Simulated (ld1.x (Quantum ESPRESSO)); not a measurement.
An all-electron radial function and its pseudo partner (platinum (Pt))

Columns: radius, all-electron u(r) and pseudo u(r) of the 5d shell (level -6.38 eV) of platinum in the configuration [Xe] 4f14 5d9 6s1 6p0; LDA (PZ), scalar-relativistic, TM scheme, ld1.x (Quantum ESPRESSO) 7.5.

```json
{"r (bohr)": "0.160", "all-electron": "0.1500", "pseudo": "0.0085"}
{"r (bohr)": "0.320", "all-electron": "-0.3750", "pseudo": "0.0631"}
{"r (bohr)": "0.480", "all-electron": "-0.2310", "pseudo": "0.1874"}
{"r (bohr)": "0.640", "all-electron": "0.1694", "pseudo": "0.3694"}
{"r (bohr)": "0.800", "all-electron": "0.5078", "pseudo": "0.5655"}
{"r (bohr)": "0.960", "all-electron": "0.7155", "pseudo": "0.7236"}
{"r (bohr)": "1.120", "all-electron": "0.8123", "pseudo": "0.8124"}
{"r (bohr)": "1.280", "all-electron": "0.8343", "pseudo": "0.8343"}
{"r (bohr)": "1.440", "all-electron": "0.8115", "pseudo": "0.8115"}
{"r (bohr)": "1.600", "all-electron": "0.7646", "pseudo": "0.7646"}
{"r (bohr)": "1.760", "all-electron": "0.7064", "pseudo": "0.7064"}
{"r (bohr)": "1.920", "all-electron": "0.6447", "pseudo": "0.6447"}
{"r (bohr)": "2.080", "all-electron": "0.5837", "pseudo": "0.5837"}
{"r (bohr)": "2.240", "all-electron": "0.5257", "pseudo": "0.5257"}
{"r (bohr)": "2.400", "all-electron": "0.4718", "pseudo": "0.4718"}
{"r (bohr)": "2.560", "all-electron": "0.4225", "pseudo": "0.4225"}
{"r (bohr)": "2.720", "all-electron": "0.3778", "pseudo": "0.3778"}
{"r (bohr)": "2.880", "all-electron": "0.3374", "pseudo": "0.3374"}
{"r (bohr)": "3.040", "all-electron": "0.3012", "pseudo": "0.3012"}
{"r (bohr)": "3.200", "all-electron": "0.2687", "pseudo": "0.2687"}
{"r (bohr)": "3.360", "all-electron": "0.2396", "pseudo": "0.2396"}
{"r (bohr)": "3.520", "all-electron": "0.2136", "pseudo": "0.2136"}
{"r (bohr)": "3.680", "all-electron": "0.1905", "pseudo": "0.1905"}
{"r (bohr)": "3.840", "all-electron": "0.1698", "pseudo": "0.1698"}
{"r (bohr)": "4.000", "all-electron": "0.1513", "pseudo": "0.1513"}
{"r (bohr)": "4.160", "all-electron": "0.1349", "pseudo": "0.1349"}
```

(1) How many radial nodes do the two functions have?

(2) At about which radius was the pseudo-wave matched?

(3) Where does each function peak?

(4) Is the pseudo-wave norm-conserving?

Results:

(1) The all-electron 5d function has n − l − 1 = 2; the pseudo-wave has 0, since the states of the same l below it are removed with the core.

(2) 1.40 bohr. The columns agree to 0.0005 from 1.12 bohr on; several derivatives are matched, so the curves merge somewhat inside the radius.

(3) Outermost all-electron maximum near 1.28 bohr, pseudo maximum near 1.28 bohr (to the table’s step).

(4) Yes: the TM scheme keeps the norm inside the radius equal to the all-electron one, which fixes the energy derivative of the logarithmic derivative at the level.
